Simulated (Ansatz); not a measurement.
Reaction (redistribution): `N=[CH][Al]([SH])[Cl]` + `BC(C)F` → `[F][Al]([SH])[Cl]` + `BC(C)C=N`

Isolated molecules relaxed with PBE0-D4/def2-TZVP in Ansatz; ΔE leaves out vibrations. CCSD(T)/CBS adds triple-zeta CCSD(T) − MP2 to the extrapolated MP2 energy (def2 sets, frozen cores). Functionals use def2-TZVPP. B3LYP here is the variant with VWN-RPA as its local correlation; programs differ in this. One conformer a species, not always the lowest.

```json
{"level": "PBE-D4", "ΔE (kJ/mol)": "-234.7", "difference from CCSD(T)/CBS": "21.3"}
{"level": "r2SCAN-D4", "ΔE (kJ/mol)": "-248.3", "difference from CCSD(T)/CBS": "7.7"}
{"level": "PBE0-D4", "ΔE (kJ/mol)": "-244.0", "difference from CCSD(T)/CBS": "12.0"}
{"level": "B3LYP-D4", "ΔE (kJ/mol)": "-242.0", "difference from CCSD(T)/CBS": "14.0"}
{"level": "ωB97X-V", "ΔE (kJ/mol)": "-244.7", "difference from CCSD(T)/CBS": "11.3"}
{"level": "ωB97M-V", "ΔE (kJ/mol)": "-245.9", "difference from CCSD(T)/CBS": "10.1"}
{"level": "PBE", "ΔE (kJ/mol)": "-233.5", "difference from CCSD(T)/CBS": "22.5"}
{"level": "r2SCAN", "ΔE (kJ/mol)": "-247.9", "difference from CCSD(T)/CBS": "8.1"}
{"level": "MP2/def2-TZVPP", "ΔE (kJ/mol)": "-267.8", "difference from CCSD(T)/CBS": "-11.8"}
{"level": "SCS-MP2/def2-TZVPP", "ΔE (kJ/mol)": "-259.7", "difference from CCSD(T)/CBS": "-3.7"}
{"level": "CCSD/def2-TZVPP", "ΔE (kJ/mol)": "-254.0", "difference from CCSD(T)/CBS": "2.0"}
{"level": "CCSD(T)/def2-TZVPP", "ΔE (kJ/mol)": "-252.4", "difference from CCSD(T)/CBS": "3.6"}
{"level": "HF/def2-QZVPP", "ΔE (kJ/mol)": "-253.6", "difference from CCSD(T)/CBS": "2.4"}
{"level": "MP2/def2-QZVPP", "ΔE (kJ/mol)": "-271.0", "difference from CCSD(T)/CBS": "-15.0"}
{"level": "SCS-MP2/def2-QZVPP", "ΔE (kJ/mol)": "-263.1", "difference from CCSD(T)/CBS": "-7.1"}
{"level": "HF/CBS(def2)", "ΔE (kJ/mol)": "-254.1", "difference from CCSD(T)/CBS": "1.9"}
{"level": "CCSD(T)/CBS", "ΔE (kJ/mol)": "-256.0", "difference from CCSD(T)/CBS": "0"}
```

Largest T1 diagnostic among the species: 0.012.

From PBE to PBE0 (25 % exact exchange), in def2-TZVPP and without D4, ΔE moves by −9.7 kJ/mol.
